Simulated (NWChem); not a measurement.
# CH3BCl2O; SMILES COB(Cl)Cl

```xyz
8

B     -0.0968     0.1529     0.0000
Cl    -0.3473     1.8997     0.0000
Cl     1.5626    -0.4865     0.0000
O     -1.1822    -0.6392     0.0000
C     -1.1846    -2.0613     0.0000
H     -1.7266    -2.4149     0.8999
H     -1.7266    -2.4149    -0.8999
H     -0.1565    -2.4761     0.0000
```
Atoms are numbered in this order, from 1.

Program: NWChem. Pople sets run with spherical d functions. All runs use the structure optimised with PBE-D3(BJ)/def2-SVP.

Question: Taking TPSS/6-311++G** as the yardstick, which of these has the fewest basis functions while keeping “dipole (D)” within 0.1 D of it: TPSS/6-31G*; TPSS/STO-3G; TPSS/6-31+G*; TPSS/3-21G; TPSS/6-311G**?

Answer: TPSS/6-31+G* (a larger set in the list lies outside the tolerance).
| level | basis functions | dipole (D) | relative time (rough) |
|---|---|---|---|
| TPSS/STO-3G | 36 | 3.42 | 1 |
| TPSS/3-21G | 59 | 3.41 | 1 |
| TPSS/6-31G* | 84 | 2.72 | 3 |
| TPSS/6-31+G* | 104 | 2.66 | 6 |
| TPSS/6-311G** | 124 | 2.79 | 5 |
| TPSS/6-311++G** | 147 | 2.60 | 10 |

The yardstick is one finite set, not the basis-set limit.
